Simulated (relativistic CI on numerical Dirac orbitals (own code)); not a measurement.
## Calculated levels, Pm¹⁰⁺

Method of calculation: Dirac-Coulomb-Breit CI, separate exchange-only KLI orbitals for each configuration, model QED, unscaled Slater integrals (own radial code, finite nucleus).

CI space (outside the closed core [Kr] 4d10): 4f3.5s2, 4f2.5s2.5p, 4f3.5s.5p, 4f2.5s.5p2, 4f5, 4f4.5s, 4f.5s2.5p.5d, 4f3.5s.5d, 4f2.5s2.5d, 4f4.5p, 4f.5s2.5p.6s, 4f3.5s.5f, 4f2.5s2.6s, 4f4.5d, 4f2.5s2.6p, 4f.5s2.5p.5g, 4f2.5s2.5f, 4f2.5s.5d2, 4f4.6s, 4f3.5p.6s, 4f3.5s.6s, 4f2.5s2.7p, 4f2.5s2.6f, 4f.5s2.5p2, 5s2.5p3, 4f.5s.5p3, 4f.5s.5p2.5d, 5s2.5p2.5d, 4f.5s.5p2.5f, 4f.5s2.6s2, 5s2.5p.6s2, 4f.5s.5p.6s2, 4f.5s.5d.6s2, 5s2.5d.6s2, 4f.5s.5f.6s2. Double excitations out of closed p, d and f shells are left out; levels of such configurations are missing from the list, as are those of other unlisted configurations, and high levels can miss mixing partners.

| No. | Configuration | Term | J | E (cm⁻¹) | % | Landé g |
| --- | --- | --- | --- | --- | --- | --- |
| 1 | 4f2(3H).5p | 4I° | 9/2 | 0.0 | 44 | 0.782 |
| 2 | 4f3.5s2 | 4I° | 9/2 | 1941.2 | 69 | 0.754 |
| 3 | 4f3.5s2 | 4I° | 11/2 | 3605.7 | 94 | 0.967 |
| 4 | 4f2(3H).5p | 4H° | 7/2 | 5554.3 | 57 | 0.774 |
| 5 | 4f3.5s2 | 4I° | 13/2 | 6298.9 | 99 | 1.106 |
| 6 | 4f2(3H).5p | 4I° | 11/2 | 7275.0 | 50 | 1.014 |
| 7 | 4f2(3H).5p | 4H° | 9/2 | 7652.6 | 42 | 1.033 |
| 8 | 4f3.5s2 | 4I° | 15/2 | 9018.9 | 99 | 1.198 |
| 9 | 4f2(3F).5p | 4G° | 5/2 | 10346.0 | 79 | 0.639 |
| 10 | 4f2(3H).5p | 4G° | 11/2 | 11770.5 | 46 | 1.182 |
| 11 | 4f2(3F).5p | 2D° | 3/2 | 12550.3 | 46 | 0.687 |
| 12 | 4f2(3F).5p | 4G° | 7/2 | 12733.4 | 45 | 1.036 |
| 13 | 4f2(3H).5p | 4H° | 13/2 | 13481.9 | 42 | 1.150 |
| 14 | 4f2(3F).5p | 2G° | 9/2 | 14785.3 | 27 | 1.084 |
| 15 | 4f2(3F).5p | 2D° | 5/2 | 14935.4 | 30 | 1.163 |
| 16 | 4f2(3F).5p | 4D° | 7/2 | 18576.7 | 37 | 1.193 |
| 17 | 4f2(1G).5p | 2F° | 7/2 | 20356.8 | 35 | 1.153 |
| 18 | 4f3.5s2 | 4F° | 3/2 | 20725.9 | 90 | 0.448 |
| 19 | 4f3.5s2 | 2H° | 9/2 | 21138.3 | 73 | 0.966 |
| 20 | 4f3.5s2 | 4S° | 3/2 | 21792.8 | 88 | 1.937 |
| 21 | 4f3.5s2 | 4F° | 5/2 | 21824.8 | 90 | 1.034 |
| 22 | 4f3.5s2 | 4F° | 9/2 | 22454.2 | 30 | 1.115 |
| 23 | 4f3.5s2 | 4F° | 7/2 | 23167.0 | 81 | 1.217 |
| 24 | 4f3.5s2 | 2H° | 11/2 | 24911.5 | 94 | 1.095 |
| 25 | 4f3.5s2 | 4F° | 9/2 | 25361.0 | 58 | 1.206 |
| 26 | 4f3.5s2 | 4G° | 5/2 | 26987.0 | 52 | 0.688 |
| 27 | 4f3.5s2 | 2G° | 7/2 | 28127.0 | 81 | 0.922 |
| 28 | 4f3.5s2 | 2K° | 13/2 | 30248.1 | 94 | 0.937 |
| 29 | 4f3.5s2 | 4G° | 7/2 | 30854.1 | 77 | 0.994 |
| 30 | 4f3.5s2 | 2G° | 9/2 | 31793.8 | 53 | 1.122 |
| 31 | 4f2(1D).5p | 2P° | 3/2 | 31810.9 | 31 | 1.167 |
| 32 | 4f2(1D).5p | 2F° | 5/2 | 32018.6 | 45 | 0.920 |
| 33 | 4f3.5s2 | 2K° | 15/2 | 33315.7 | 96 | 1.064 |
| 34 | 4f3.5s2 | 4G° | 9/2 | 33583.6 | 70 | 1.157 |
| 35 | 4f3.5s2 | 4G° | 5/2 | 34413.5 | 26 | 0.853 |
| 36 | 4f3.5s2 | 4G° | 11/2 | 35124.3 | 94 | 1.264 |
| 37 | 4f2(3P).5p | 4D° | 3/2 | 35142.7 | 38 | 1.112 |
| 38 | 4f2(3P).5p | 4D° | 1/2 | 35893.6 | 62 | 0.264 |
| 39 | 4f3.5s2 | 2D° | 5/2 | 36324.7 | 57 | 1.169 |
| 40 | 4f3.5s2 | 2P° | 1/2 | 37038.7 | 46 | 0.799 |
| 41 | 4f2(1I).5p | 2I° | 11/2 | 38420.0 | 60 | 0.974 |
| 42 | 4f.5p2(3P) | 4D° | 7/2 | 38519.1 | 25 | 1.170 |
| 43 | 4f2(3P).5p | 2S° | 1/2 | 38699.3 | 51 | 1.801 |
| 44 | 4f2(3P).5p | 4D° | 3/2 | 39949.2 | 35 | 1.125 |
| 45 | 4f2(1I).5p | 2I° | 13/2 | 40168.4 | 49 | 1.014 |

Energies count from the lowest computed level; ° marks odd parity. Percentages are summed over parent terms; the parents shown are those of the largest component, closed shells are left out there.

The mean weight of the leading LS term, summed over parents, in these 45 levels is 60 %, and that of the leading jj configuration (from the same eigenvectors) 57 %.

At this charge transitions that keep the count of f electrons are usually good to a few per cent. Terms inside the open d or f shell come out 10 to 20 % too wide with unscaled integrals. Levels and lines within the n = 5 or 6 shells can be off by up to 10 % or somewhat more, and those that change n by about 2 %, since core polarisation is missing. Levels that differ in their count of f electrons can be misplaced by several ten thousand cm⁻¹, since the correlation energy of f electrons is missing or only estimated; rates across such gaps can be off by orders of magnitude. The computed lowest level isn't the tabulated ground level, which NIST ASD gives as 4f3 5s2 °; for such ions that label comes from theory and may be the wrong one.

LS names give the leading component of a level, which can be under half, so a name can repeat, a term be missing and a line seem to break the LS rules.
